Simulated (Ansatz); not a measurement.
Consider the formal hydrolysis of the Hf–I bond: `[Cl][Hf]([Cl])([Cl])[I]` + H₂O → `[OH][Hf]([Cl])([Cl])[Cl]` + HI.

Computed with Ansatz on PBE0-D4/def2-TZVP structures; ΔE is electronic, products minus reactants. CCSD(T)/CBS is the MP2 limit (def2-TZVPP, def2-QZVPP) plus CCSD(T) − MP2 in def2-TZVPP, frozen cores. This one scheme is used for every species. DFT in def2-TZVPP. def2 core potentials past Kr. For Hf, I outer-core shells are correlated without core-valence functions, which leaves a few kJ/mol of doubt a bond. One conformer a species, not always the lowest.

`[Cl][Hf]([Cl])([Cl])[I]`:

```xyz
5

Cl   -0.252    0.613   -2.244
Hf    0.057   -0.017   -0.037
Cl    0.418   -2.301    0.062
Cl    1.901    1.088    0.822
I    -2.124    0.616    1.396
```

H₂O:

```xyz
3

O    -0.330   -0.109   -0.175
H    -0.229    0.527    0.536
H     0.559   -0.418   -0.361
```

`[OH][Hf]([Cl])([Cl])[Cl]`:

```xyz
6

O    -0.141   -1.471   -0.081
Hf    0.038    0.399    0.022
Cl    1.044    0.965    2.054
Cl    1.367    1.144   -1.750
Cl   -2.078    1.382   -0.111
H    -0.229   -2.418   -0.133
```

HI:

```xyz
2

I     0.476   -0.505    0.408
H    -0.476    0.505   -0.408
```

```json
{"level": "B2PLYP", "ΔE (kJ/mol)": "2.2"}
{"level": "CCSD/CBS(def2)", "ΔE (kJ/mol)": "7.1"}
```

Task: What does CCSD(T)/CBS give? (Estimate.)

Result: The calculation gave: +12.1 kJ/mol. The listed levels differ from it by -9.9, -5.0 kJ/mol.

Largest T1 diagnostic among the species: 0.014.

In def2-TZVPP, CCSD(T) changes the Hartree–Fock value by +10.6 kJ/mol (the triples alone add +4.9 kJ/mol) and MP2 by +24.1 kJ/mol. From r2SCAN to r2SCAN0 (25 % exact exchange), in def2-TZVPP and without D4, ΔE moves by +3.4 kJ/mol. At CCSD(T), def2-SVP lies −31.2 kJ/mol from the extrapolated value and def2-TZVPP −6.4 kJ/mol.
